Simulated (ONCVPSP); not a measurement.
## Transferability test, ONCV potential for Be

| Quantity | Value |
| --- | --- |
| Element | beryllium (Be) |
| Generator | ONCVPSP 4.0.1 |
| Type | optimised norm-conserving Vanderbilt (ONCV) |
| Functional | BLYP |
| Relativity | scalar-relativistic |
| Frozen core | [He] |
| Valence charge | 2 |
| Reference configuration | 2s2 |
| Partial waves | 2s: rc 1.75 bohr, ncon 4, nbas 8, qcut 3.4 1/bohr, 2 projectors, debl 1.4 Ha; p scattering state at 0.27 Ha: rc 1.65 bohr, ncon 4, nbas 8, qcut 4.1 1/bohr, 2 projectors, debl 3 Ha |
| Local potential | polynomial inside 1.40 bohr (lpopt 5, dvloc0 4 Ha) |
| Core correction | Teter function, fcfact 5.75, rcfact 1.45 |

In the p channel the program set the typed energies aside and used 0.050, 3.050 Ha.

Energies are relative to the spin-unpolarised reference configuration 2s2; without spin polarisation the order of configurations can differ from experiment.

| valence configuration | charge | ΔE all-electron (eV) | error AE − PS (meV) |
| --- | --- | --- | --- |
| 2s1 | +1 | 9.439 | +5.8 |
| 2s1.5 | +0.5 | 3.695 | +0.8 |
| 2s0 2p2 | 0 | 7.183 | +15 |

Q: What are ΔE and the potential's error for 2s1 2p1?

A: ΔE = 3.569 eV all-electron; the error (AE − PS) is +3.4 meV.
